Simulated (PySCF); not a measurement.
Geometry:
| atom | x (Å) | y (Å) | z (Å) |
| --- | --- | --- | --- |
| C1 | -3.984 | -0.185 | 0.764 |
| Si2 | -2.631 | 0.230 | -0.503 |
| N3 | -1.149 | 0.162 | 0.430 |
| C4 | -0.044 | 0.415 | -0.309 |
| O5 | -0.200 | 0.660 | -1.496 |
| C6 | 1.278 | 0.303 | 0.351 |
| C7 | 2.429 | 1.010 | -0.387 |
| C8 | 3.414 | -0.162 | -0.587 |
| Si9 | 2.119 | -1.411 | 0.042 |
| H10 | -4.953 | -0.176 | 0.278 |
| H11 | -3.850 | -1.171 | 1.200 |
| H12 | -4.022 | 0.535 | 1.576 |
| H13 | -2.583 | -0.798 | -1.540 |
| H14 | -2.816 | 1.586 | -1.014 |
| H15 | -1.060 | -0.035 | 1.413 |
| H16 | 1.202 | 0.579 | 1.403 |
| H17 | 2.063 | 1.388 | -1.341 |
| H18 | 2.850 | 1.840 | 0.178 |
| H19 | 4.302 | -0.067 | 0.036 |
| H20 | 3.752 | -0.271 | -1.615 |
| H21 | 2.411 | -2.155 | 1.271 |
| H22 | 1.462 | -2.256 | -0.950 |

Method: GFN2-xTB geometry, GIAO PBE0/pcSseg-1 shieldings, in PySCF 2.14 (one conformer, rapidly exchanging positions averaged, no relativistic terms, no solvent).

Task: Predict the 2D correlation tables (HSQC, COSY, HMBC).

Result: 

HSQC (one-bond C–H):
```tsv
δH	δC
3.47 (H17)	23.0 (C7)
2.64 (H16)	33.7 (C6)
2.28 (H18)	23.0 (C7)
1.55 (H19)	6.9 (C8)
1.49 (H20)	6.9 (C8)
0.04 (H10/H11/H12)	-6.1 (C1)
```

COSY cross peaks (H two or three bonds apart, from the bond graph; peaks can be absent where the dihedral angle is near 90°):
```tsv
δH	δH
5.00 (H21)	4.79 (H22)
5.00 (H21)	2.64 (H16)
5.00 (H21)	1.55 (H19)
5.00 (H21)	1.49 (H20)
4.93 (H13)	4.92 (H14)
4.93 (H13)	0.04 (H10/H11/H12)
4.92 (H14)	0.04 (H10/H11/H12)
4.79 (H22)	2.64 (H16)
4.79 (H22)	1.55 (H19)
4.79 (H22)	1.49 (H20)
3.47 (H17)	2.64 (H16)
3.47 (H17)	2.28 (H18)
3.47 (H17)	1.55 (H19)
3.47 (H17)	1.49 (H20)
2.64 (H16)	2.28 (H18)
2.28 (H18)	1.55 (H19)
2.28 (H18)	1.49 (H20)
1.55 (H19)	1.49 (H20)
```

HMBC (two and three bonds, from the bond graph):
```tsv
δH	δC
5.00 (H21)	183.7 (C4), 33.7 (C6), 23.0 (C7), 6.9 (C8)
4.93 (H13)	183.7 (C4), -6.1 (C1)
4.92 (H14)	183.7 (C4), -6.1 (C1)
4.79 (H22)	183.7 (C4), 33.7 (C6), 23.0 (C7), 6.9 (C8)
3.47 (H17)	183.7 (C4), 33.7 (C6), 6.9 (C8)
2.64 (H16)	183.7 (C4), 23.0 (C7), 6.9 (C8)
2.28 (H18)	183.7 (C4), 33.7 (C6), 6.9 (C8)
1.55 (H19)	33.7 (C6), 23.0 (C7)
1.49 (H20)	33.7 (C6), 23.0 (C7)
```

Shifts are taken against calculated references (same method and geometry level): 1H (σref 31.72) and 13C (σref 186.93) vs TMS.

OH and NH positions are those of a molecule without intermolecular hydrogen bonds; in solution they move with solvent, concentration and temperature, and exchange usually removes their couplings. Shifts are as computed. Against solution values, carbons near 30 ppm lie about +3 ppm off and those near 130 ppm about +5 ppm. Of 1211 compounds with measured shifts, 218 miss one by over three times the rms of a fit or turn the order of signals round; such compounds aren't used in these exercises. The C=O carbon of an acid or of an amide with N–H lies up to 10 ppm further downfield in solution, through hydrogen bonding that the calculation lacks.
